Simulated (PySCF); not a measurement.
One formula, C5H7FO2Si, several structures.

PySCF, wB97X-D/def2-SVPD, density fitting, gas phase; each molecule at its own GFN2-xTB geometry, one conformer. Singlet excitations by full TDDFT with frozen cores and triplets by Tamm–Dancoff TDDFT. 

Torsions of the conformers computed, which needn't be the lowest (atom-mapped SMILES):
- `[CH3:1][O:2][C:3]1=[CH:4][Si@@H:5]([OH:6])[CH:7]=[C:8]1[F:9]`: C1–O2–C3–C4 1°, H–O6–Si5–C4 53°
- `[O:1]=[C:2]=[C:3]([CH:4]=[O:5])[C@H:6]([SiH3:7])[CH2:8][F:9]`: C2–C3–C4–O5 -179°, C2–C3–C6–Si7 89°, C3–C6–C8–F9 65°

The conformers of `O=C(O)[C@@H]1C=C(F)C[SiH2]1` and `FCC#C[SiH]1OCCO1` aren't listed.

Reference: `COC1=C[Si@@H](O)C=C1F`, with HOMO energy -8.43 eV, LUMO energy 0.20 eV, lowest singlet excitation 4.23 eV, lowest triplet excitation 2.80 eV and mean polarisability 88.7 au.

Changes against it:

| molecule | Δ electronic energy (kcal/mol) | Δ HOMO energy (eV) | Δ LUMO energy (eV) | Δ lowest singlet excitation (eV) | Δ lowest triplet excitation (eV) | Δ mean polarisability (au) |
| --- | --- | --- | --- | --- | --- | --- |
| FCC#C[SiH]1OCCO1 | +5.9 | -1.48 | +0.85 | +1.51 | +2.18 | -2.1 |
| O=C=C(C=O)[C@H]([SiH3])CF | +31.8 | -0.76 | -0.16 | -0.48 | +0.66 | +3.8 |

Rows whose labels were lost:

```csv
row,Δ electronic energy (kcal/mol),Δ HOMO energy (eV),Δ LUMO energy (eV),Δ lowest singlet excitation (eV),Δ lowest triplet excitation (eV),Δ mean polarisability (au)
P,-6.2,-0.72,+1.26,+1.51,+1.74,-1.3
Q,+6.7,-0.34,-0.09,-0.94,-0.10,-3.1
```

Problem. Which row belongs to which of `O=C(O)[C@@H]1C=C(F)C[SiH2]1` and `C[C@@]1(F)C=CO[SiH2]C1=O`?

Solution. P = `O=C(O)[C@@H]1C=C(F)C[SiH2]1` and Q = `C[C@@]1(F)C=CO[SiH2]C1=O`. P and Q are told apart most clearly by the lowest singlet excitation (+1.51 against -0.94 eV).

Problem. Which row has the smallest HOMO–LUMO gap and which the largest, and does the HOMO or the LUMO shift more there?

Solution. Smallest, counted from the reference: Q, +0.25 eV (HOMO -0.34, LUMO -0.09), the larger shift being that of the HOMO. Largest: `FCC#C[SiH]1OCCO1`, +2.33 eV (HOMO -1.48, LUMO +0.85), the larger shift being that of the HOMO. The gap of the reference itself lies below all of them.

wB97X-D is run here without its empirical dispersion term; that term would change no orbital, density or response property at a fixed geometry.
